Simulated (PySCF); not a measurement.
Compound: C6H5O2 (charge -1).
SMILES with atom numbers: `[CH:1]#[C:2][C:3]1([C:4](=[O:5])[O-:6])[CH2:7][CH2:8]1` (hydrogens: H9 on C1; H10, H11 on C7; H12, H13 on C8)

The geometry is computed with GFN2-xTB (gas phase).

**Question.** Give the optimised bond lengths and angles.

**Answer.** 
```
          bond  length (Å)   order
         C1≡C2       1.201  triple
         C2–C3       1.419  single
         C3–C4       1.602  single
         C4=O5       1.235  double
         C4–O6       1.231  single
  C3–C7, C3–C8       1.509  single
         C7–C8       1.492  single
         C1–H9       1.050  single
C7–H10, C8–H12       1.084  single
C7–H11, C8–H13       1.081  single
```

Bonds in one row agree within 0.01 Å and their mean is given. Orders are formal, as drawn. A selection of angles:
```
   angle  degrees
C1–C2–C3    179.2
C2–C3–C4    116.9
C2–C3–C7    118.1
C4–C3–C7    115.7
C7–C3–C8     59.3
C3–C4–O5    113.6
C3–C4–O6    116.0
O5–C4–O6    130.5
C3–C7–C8     60.3
```

Torsions: C2–C3–C4–O5 -176° (antiperiplanar); C2–C3–C7–C8 108° (anticlinal); C2–C3–C8–C7 -108° (anticlinal). The mirror-image conformer, all signs reversed, is as good.

The 3-membered ring C3–C7–C8 has internal angles of 59.3° to 60.4°. The 6 C–C bonds span 1.201 Å (C1≡C2, drawn triple) to 1.602 Å (C3–C4, drawn single), a spread of 0.401 Å. Of the pairs four or more bonds apart, O5···H13 is among the closest relative to their van der Waals radii: 2.49 Å, 91 % of the sum of Bondi's values. C4 (carboxylate carbon) is planar (angles 130.5°, 116.0° and 113.6°, sum 360.0°, 0.00 Å off the plane of its three neighbours).

Point group: near Cs, missed by 0.18 Å at most; the miss may be what the optimiser left on a soft mode. Not checked by GFN2-xTB frequencies.
